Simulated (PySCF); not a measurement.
## [Gd(NH3)3]3+: from a saddle point downhill

PySCF 2.14.0, RKS PBE0, Gd lcecp-1-SVP with ECP53, N def2-SVP, H def2-SVP; non-relativistic Hamiltonian with scalar-relativistic core potentials where named; density fitting; no spin-orbit coupling. Relaxed within the symmetry of its start, the geometry (C3h) is

```xyz
13

Gd    0.0000    0.0000    0.0000
N     2.4339    0.0009    0.0000
H     2.8843   -0.4676    0.8084
H     2.8843   -0.4676   -0.8084
H     2.8845    0.9346    0.0000
N    -1.2178    2.1073    0.0000
H    -1.0371    2.7317    0.8084
H    -1.0371    2.7317   -0.8084
H    -2.2516    2.0308    0.0000
N    -1.2161   -2.1083    0.0000
H    -1.8471   -2.2640    0.8084
H    -1.8471   -2.2640   -0.8084
H    -0.6329   -2.9653    0.0000
```

and its lowest harmonic modes are -43, -40, -40, -40, 82, 82 cm⁻¹ (negative: unstable). It was moved along the lowest mode and relaxed again, within the group C3 that the move left.

Q: Where does it end, and how much lower?

A: In C3, 0.038 eV lower, after 15 steps:
```xyz
13

Gd    0.0000    0.0000   -0.7408
N     2.2979   -0.0008    0.0337
H     2.5124   -0.6164    0.8397
H     2.9961   -0.3021   -0.6725
H     2.6700    0.9162    0.3417
N    -1.1482    1.9904    0.0337
H    -0.7224    2.4840    0.8397
H    -1.2365    2.7458   -0.6725
H    -2.1285    1.8542    0.3417
N    -1.1496   -1.9896    0.0337
H    -1.7900   -1.8676    0.8397
H    -1.7597   -2.4437   -0.6725
H    -0.5415   -2.7704    0.3417
```

Q: How do the contacts change?

A: 
```json
{"contact": "Gd1–N2 (NH3)", "saddle (Å)": "2.434", "end (Å)": "2.425"}
{"contact": "Gd1–N6 (NH3)", "saddle (Å)": "2.434", "end (Å)": "2.425"}
{"contact": "Gd1–N10 (NH3)", "saddle (Å)": "2.434", "end (Å)": "2.425"}
```


Q: Is the end a minimum?

A: Probably not: 3 of the modes stay unstable (below −25 cm⁻¹), though so soft as to be near the noise; lowest modes -33, -33, -26, 54, 77, 77 cm⁻¹.

An lcecp potential fixes the number of 4f electrons, so in runs with it no electron can move into or out of that shell.

State: singlet in the valence, with the 4f electrons in the core potential.
